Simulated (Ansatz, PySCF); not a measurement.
Molecule: C₂H₁₀P₂Si, net charge 0, singlet state. SMILES: C[Si](C)(P)P
Coordinates optimised at B3LYP-D3(BJ)/def2-TZVP (Ansatz, a first-principles code):
```
Si
C 1 1.8780
H 2 1.0912 1 111.26
H 2 1.0921 3 108.17 1 -121.72
H 2 1.0925 3 107.93 4 -116.65
C 1 1.8783 2 110.60 3 -178.55
H 6 1.0911 1 111.16 2 179.47
H 6 1.0921 7 107.91 1 -121.23
H 6 1.0926 7 108.20 8 -116.91
P 1 2.2708 2 107.80 3 57.28
H 10 1.4190 1 94.16 2 171.72
H 10 1.4220 11 93.70 1 95.41
P 1 2.2720 2 107.93 3 -61.00
H 13 1.4189 1 94.84 2 73.92
H 13 1.4194 14 93.85 1 -95.07
```

PBE beside other levels, property by property. Valence correlation only, unless marked. UHF or UKS for open shells. Spin-orbit coupling is left out. No relativistic terms. CBS marks a two-point X^-3 extrapolation of the correlation energy; Hartree-Fock from the larger set. Rows marked 298 K are enthalpies with B3LYP-D3(BJ) harmonic zero-point and thermal terms from PySCF. Atomisation energies are electronic, to ground-state atoms; the column to compare with has the core term from cc-pwCVTZ added, other frozen-core levels have none. The coupled-cluster column (Ansatz) is a level with limits of its own: CCSD(T)/CBS(cc-pV(T+d)Z,cc-pV(Q+d)Z).

```tsv
property	PBE/def2-TZVPD (Ansatz)	SVWN5/def2-TZVPD (Ansatz)	RPA@PBE/cc-pV(Q+d)Z (Ansatz)	RI-MP2/CBS(cc-pV(T+d)Z,cc-pV(Q+d)Z) (Ansatz)	coupled cluster
atomisation energy (kcal/mol)	1201.8	1350.8	1149.6	1196.9	1204.9
H-P bond dissociation enthalpy, 298 K, to C[Si](C)([PH])P + H atom (kcal/mol)	77.0	87.6	79.6	81.1	81.8
```

As the rows show:
- atomisation energy: PBE lies 3.1 kcal/mol below coupled cluster.
- H-P bond dissociation enthalpy, 298 K, to C[Si](C)([PH])P + H atom: PBE lies 4.8 kcal/mol below coupled cluster.
